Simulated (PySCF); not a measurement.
# Two-component Hartree-Fock for Mg¹⁰⁺ (magnesium, charge +10)

Start: 1s2. Calculated with PySCF 2.14 in an uncontracted even-tempered set (17 s from 0.53 bohr⁻², ratio 2.6; 10 p from 0.69 bohr⁻², ratio 2.6; 7 d from 0.71 bohr⁻², ratio 2.8; 3 f from 37 bohr⁻², ratio 2.8): generalised Hartree-Fock with the X2C-1e Hamiltonian and a Gaussian nucleus; spin-orbit coupling (SO) screened by Boettger's factors.

| spinor shell | electrons | ε, screened SO (eV) | weight of nominal j (screened SO) | rms radius, screened SO (bohr) |
| --- | --- | --- | --- | --- |
| 1s1/2 | 2 | -1762.6 | 1.000 | 0.149 |

```json
{"quantity": "E (hartree)", "screened SO": "-136.85655"}
{"quantity": "M_J", "screened SO": "0"}
{"quantity": "⟨J²⟩", "screened SO": "0.000"}
{"quantity": "⟨L²⟩", "screened SO": "0.000"}
{"quantity": "⟨S²⟩", "screened SO": "0.000"}
```
